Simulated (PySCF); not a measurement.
## Electron correlation in O⁺ (oxygen, charge +1)

[He] 2s2 2p3, high-spin 4S determinant. All numbers are calculated (PySCF 2.14, scalar relativity by spin-free X2C-1e, in cc-pVDZ-DK (3s2p1d, 14 functions)). Frozen: 1s2; 5 electrons correlated.

MP2 pair energies summed by pair of shells (mhartree):

```
 pair  energy  share (%)
2s-2p  -45.98       65.8
2p-2p  -16.52       23.6
2s-2s   -7.41       10.6
```

Total MP2 correlation energy: -69.91 mhartree.

Same-spin part -19.53 and opposite-spin part -50.37 mhartree; SCS-MP2 scales them by 1/3 and 6/5 to -66.96 mhartree.

```
  level  correlation energy (mhartree)
   CCSD                         -84.82
    (T)                          -0.53
CCSD(T)                         -85.35
```

Diagnostics: T1 = 0.0036, D1 = 0.0066, largest double amplitude 0.036.

Is a single reference adequate?

Yes: T1 lies below 0.03 and no double amplitude reaches 0.07.
